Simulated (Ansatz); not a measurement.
Compare A (`C#C[SiH2]CO`) with its isomer B (`CC1[SiH2]C1=O`).

Program: Ansatz. Geometries: PBE0-D4/def2-TZVP. ΔE: electronic, gas phase. CBS: MP2 limit from def2 TZ/QZ plus the TZ coupled-cluster correction, frozen cores. DFT in def2-TZVPP. B3LYP here is the variant with VWN-RPA as its local correlation; programs differ in this. Each species was taken in one conformer, which may not be the lowest.

Which isomer does CCSD(T)/CBS put lower? Give the gap. (Estimate.)

The calculation gave: A, by 7.3 kcal/mol.

Give E(B) − E(A) in kcal/mol with B3LYP-D4, r2SCAN-D4, MP2/def2-TZVPP, HF/def2-TZVPP, PBE-D4, B2PLYP, PBE0-D4. (An estimate is asked.)

The calculation gave: B3LYP-D4 3.1, r2SCAN-D4 -1.9, MP2/def2-TZVPP 6.8, HF/def2-TZVPP 13.6, PBE-D4 -5.7, B2PLYP 5.1, PBE0-D4 -2.7. The order is the other way round with r2SCAN-D4, PBE-D4, PBE0-D4.

Largest T1 diagnostic: 0.016.

From PBE to PBE0 (25 % exact exchange), in def2-TZVPP and without D4, E(B) − E(A) moves by +2.9 kcal/mol. In def2-TZVPP, CCSD(T) changes the Hartree–Fock value by −7.5 kcal/mol (the triples alone add −1.7 kcal/mol) and MP2 by −6.8 kcal/mol.
